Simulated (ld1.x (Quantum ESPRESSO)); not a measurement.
# Reading a pseudo-wave (N (Z = 7))

Columns: radius, all-electron u(r) and pseudo u(r) of the 2p shell (level -7.25 eV) of nitrogen in the configuration [He] 2s1.5 2p3.5; PBEsol, scalar-relativistic, RRKJ scheme, ld1.x (Quantum ESPRESSO) 7.5.

```csv
r (bohr),all-electron,pseudo
0.093,0.0644,0.0252
0.185,0.1912,0.0963
0.278,0.3295,0.2052
0.370,0.4538,0.3354
0.463,0.5586,0.4727
0.555,0.6404,0.5978
0.648,0.7018,0.7008
0.740,0.7434,0.7721
0.833,0.7687,0.8128
0.925,0.7800,0.8260
1.018,0.7804,0.8190
1.110,0.7721,0.7995
1.203,0.7570,0.7732
1.295,0.7372,0.7450
1.388,0.7136,0.7163
1.480,0.6877,0.6883
1.573,0.6600,0.6600
1.665,0.6315,0.6315
1.758,0.6024,0.6024
1.850,0.5735,0.5735
1.943,0.5446,0.5446
2.035,0.5166,0.5166
2.128,0.4889,0.4889
2.220,0.4625,0.4625
2.313,0.4366,0.4366
2.405,0.4121,0.4121
```

**Question.** How many radial nodes do the two functions have?

**Answer.** The all-electron 2p function has n − l − 1 = 0; the pseudo-wave has 0.

**Question.** At about which radius was the pseudo-wave matched?

**Answer.** 1.70 bohr. The columns agree to 0.0005 from 1.57 bohr on; several derivatives are matched, so the curves merge somewhat inside the radius.

**Question.** Is the pseudo-wave norm-conserving?

**Answer.** Yes: the RRKJ scheme keeps the norm inside the radius equal to the all-electron one, which fixes the energy derivative of the logarithmic derivative at the level.
